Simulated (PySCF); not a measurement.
# Dipole response of P²⁺ (phosphorus, charge +2)

[Ne] 3s2 3p1, 2P determinant. Computed with PySCF 2.14 in x2c-QZVPPall with one added diffuse shell each of s, p, d, f type (10s7p5d3f1g, 86 functions), with the spin-free X2C one-electron Hamiltonian (Gaussian nucleus). Coupled (time-dependent) response in atomic units; α is the mean over directions.

```csv
method,mean α (bohr³),"α xx, yy, zz",C₆ (like pair),S(−4)
UHF,9.521,"9.755, 9.053, 9.755",34.93,39.76
PBE,9.152,"9.309, 8.837, 9.309",32.96,35.81
PBE0,9.221,"9.410, 8.841, 9.410",33.33,36.43
wB97X-V,9.294,"9.503, 8.877, 9.503",33.73,36.98
```

S(−4) is the Cauchy moment in α(ω) = α(0) + S(−4) ω² + …

α(iu) at wB97X-V:

```json
{"u (hartree)": "0", "α(iu) (bohr³)": "9.294"}
{"u (hartree)": "0.0500", "α(iu) (bohr³)": "9.203"}
{"u (hartree)": "0.100", "α(iu) (bohr³)": "8.940"}
{"u (hartree)": "0.200", "α(iu) (bohr³)": "8.031"}
{"u (hartree)": "0.300", "α(iu) (bohr³)": "6.883"}
{"u (hartree)": "0.500", "α(iu) (bohr³)": "4.765"}
{"u (hartree)": "0.750", "α(iu) (bohr³)": "3.025"}
{"u (hartree)": "1.00", "α(iu) (bohr³)": "2.037"}
{"u (hartree)": "1.50", "α(iu) (bohr³)": "1.100"}
{"u (hartree)": "2.00", "α(iu) (bohr³)": "0.7012"}
{"u (hartree)": "3.00", "α(iu) (bohr³)": "0.3779"}
{"u (hartree)": "5.00", "α(iu) (bohr³)": "0.1818"}
```

A single London oscillator, α(iu) = α/(1 + u²/ω²), gives C₆ = (3/4) ω α². Matching the computed C₆ needs ω = 4 × 33.73 / (3 × 9.294²) = 0.521 hartree.

For an ion, C₆ is the dispersion term alone; charge-induced terms of lower order in 1/R come first.

The components differ because the open shell of this determinant is not spherical; for a pure term their mean is the scalar polarisability.
